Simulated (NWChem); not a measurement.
Molecule: CH₄Be; SMILES [BeH][CH3]

Computed with NWChem. Structure relaxed at the PBE-D3(BJ)/def2-SVP level. Ions are spin-unrestricted doublets at the neutral geometry; other ion states weren't tried. Functional: LC-ωPBE (HJS hole) with def2-SVP; rows give the range parameter ω in 1/bohr.

```csv
range parameter (1/bohr),"vertical ionisation energy, ΔSCF (eV)",−ε(HOMO) (eV),ΔSCF minus −ε(HOMO) (eV)
0.05,10.79,7.78,3.01
0.30,11.21,10.69,0.52
0.40,(withheld),(withheld),(withheld)
0.50,11.43,11.76,-0.33
0.60,11.45,12.06,-0.61
```

**Question.** Fill in the missing entries.

**Answer.** 
- 0.40, vertical ionisation energy, ΔSCF (eV): 11.35
- 0.40, −ε(HOMO) (eV): 11.33
- 0.40, ΔSCF minus −ε(HOMO) (eV): 0.02
